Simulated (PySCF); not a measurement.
SMILES CSCC[Si](C)(C)C at its GFN2-xTB optimised geometry (Å):

```
24

C     -2.7943    -3.0049     2.9289
S     -1.0127    -2.8455     3.2358
C     -0.4932    -2.0282     1.6826
C     -0.9264    -0.5806     1.5863
Si    -0.2826     0.2875     0.0000
C      1.6243     0.2875     0.0000
C     -0.9298    -0.6373    -1.5396
C     -0.9382     2.0781     0.0000
H     -3.2588    -2.0232     2.9068
H     -3.2013    -3.5852     3.7501
H     -2.9528    -3.5269     1.9890
H     -0.8902    -2.6244     0.8611
H      0.5921    -2.1114     1.6887
H     -2.0159    -0.5267     1.6116
H     -0.5676    -0.0505     2.4697
H      2.0210     0.7275     0.9101
H      2.0235    -0.7194    -0.0782
H      2.0161     0.8583    -0.8364
H     -2.0127    -0.7219    -1.5292
H     -0.5219    -1.6419    -1.6017
H     -0.6532    -0.1183    -2.4523
H     -0.5914     2.6184    -0.8750
H     -0.6022     2.6244     0.8758
H     -2.0235     2.1070    -0.0074
```

Computed with PBE0/def2-SVP in PySCF. Cells within 0.4 Å of a nucleus heavier than hydrogen are left out (blank, or x).

Map of the log10 of the electron density (e/bohr³), floored at −4 on the plane z = 1.5 Å:

```
|0000000000000000000000000000000|
|0000000000000000000000000000000|
|0000000000000000000000000000000|
|0000000000011211000000000000000|
|0000000001223332100000000000000|
|0000000012344554310000000000000|
|0000000012355665320000000000000|
|0000000123456665421000000000000|
|0000000123456665421111000000000|
|0000000123455655432222211000000|
|0000000123345554333344432000000|
|0000000123344544434455543100000|
|0000001223445555444566654200000|
|0000002344566665545667654210000|
|0000013456777876555566654200000|
|0000024578889987654555543200000|
|000013468999xx97654444432100000|
|000013468999xx97654333321000000|
|0000134678899997654332211000000|
|0001223566789998765432110000000|
|0001233445689999887542100000000|
|0012334445689xx9997642100000000|
|0012344445689xx9997642000000000|
|0023455555678988876531000000000|
|0124566665567877665421000000000|
|0124577765556665443210000000000|
|0124567765444544322100000000000|
|0023566654333332210000000000000|
|0012345543222221000000000000000|
|0001233322111000000000000000000|
|0000111110000000000000000000000|
```
Scale: ten equal steps from -4.00 (start of '0') to -0.539 (end of '9'), in the order '0123456789'; x runs from -5.00 to 5.00, y from -5.00 (bottom) to 5.00 (top).
